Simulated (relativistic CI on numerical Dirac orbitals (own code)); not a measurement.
## Ligand-field terms of d6

Computed with a parametric ligand-field model of a d^n configuration (Racah B and C, spin-orbit zeta, crystal field), exact diagonalisation.

Field parameters in Wybourne normalisation: Oh B⁴₀ = 21Dq, B⁴₄ = √(5/14) B⁴₀; Td as Oh with Dq negative (B⁴₀ = 21Dq, B⁴₄ = √(5/14) B⁴₀). The field is a parameter set, without covalency.

Problem. Lowest levels for B = 970, C = 3750, ζ = 420 cm⁻¹, Oh, 10Dq = 8750 cm⁻¹?

Solution. T2 0 (S 2.00), E 193 (S 2.00), T1 207 (S 2.00), A1 473 (S 2.00), T1 503 (S 2.00), T2 524 (S 2.00), A2 9071 (S 2.00), T2 9073 (S 2.00), E 9074 (S 2.00) cm⁻¹, with S from ⟨S²⟩ = S(S + 1). The ground level has 2.00 electrons in the cubic e pair.

Problem. Lowest levels for B = 760, C = 3390, ζ = 140 cm⁻¹, Oh, 10Dq = 23500 cm⁻¹?

Solution. A1 0 (S 0.00), T2 14007 (S 1.00), E 14007 (S 1.00), T1 14101 (S 1.00), A1 14152 (S 1.00), T2 17843 (S 1.99), T1 17906 (S 1.99), E 17909 (S 1.99), T2 18030 (S 2.00) cm⁻¹, with S from ⟨S²⟩ = S(S + 1). The ground level has 0.05 electrons in the cubic e pair.

Problem. Lowest levels for B = 680, C = 3480, ζ = 2850 cm⁻¹, Oh, 10Dq = 25600 cm⁻¹?

Solution. A1 0 (S 0.21), E 14443 (S 1.16), T2 15218 (S 1.12), T1 15740 (S 1.21), A1 18271 (S 1.30), T1 19951 (S 1.22), T2 20560 (S 1.80), E 21386 (S 1.20), T1 23707 (S 1.58) cm⁻¹, with S from ⟨S²⟩ = S(S + 1). The ground level has 0.16 electrons in the cubic e pair; its S is far from a half-integer, so spin-orbit coupling mixes spin states.

Problem. Lowest levels for B = 870, C = 3540, ζ = 590 cm⁻¹, Td, 10Dq = -10300 cm⁻¹?

Solution. A1 0 (S 2.00), T1 24 (S 2.00), E 47 (S 2.00), T2 78 (S 2.00), A2 110 (S 2.00), T2 9913 (S 1.99), E 10226 (S 1.95), T1 10234 (S 2.00), T2 10297 (S 1.03) cm⁻¹, with S from ⟨S²⟩ = S(S + 1). The ground level has 3.00 electrons in the cubic e pair.

Problem. Lowest levels for B = 790, C = 3440, ζ = 830 cm⁻¹, Td, 10Dq = -4350 cm⁻¹?

Solution. A1 0 (S 1.99), T1 55 (S 1.99), E 108 (S 1.99), T2 194 (S 2.00), A2 288 (S 2.00), T2 3988 (S 1.99), T1 4444 (S 2.00), E 4483 (S 1.99), T2 5028 (S 2.00) cm⁻¹, with S from ⟨S²⟩ = S(S + 1). The ground level has 2.96 electrons in the cubic e pair.
